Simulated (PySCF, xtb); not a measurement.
B(H)2(NCO) (CH₂BNO), SMILES BN=C=O.

GFN2-xTB (xtb) at its own geometry gives an orbital gap of 3.76 eV and a dipole moment of 1.38 D.

Coordinates come from a B3LYP-D3(BJ)/def2-SVP optimisation.

Q: What does PySCF with CAM-B3LYP/def2-TZVPD give? (Estimate from the structure and the level; the computed values follow.)

A: gap 8.76 eV (levels -9.71 and -0.95 eV), dipole 1.26 D.
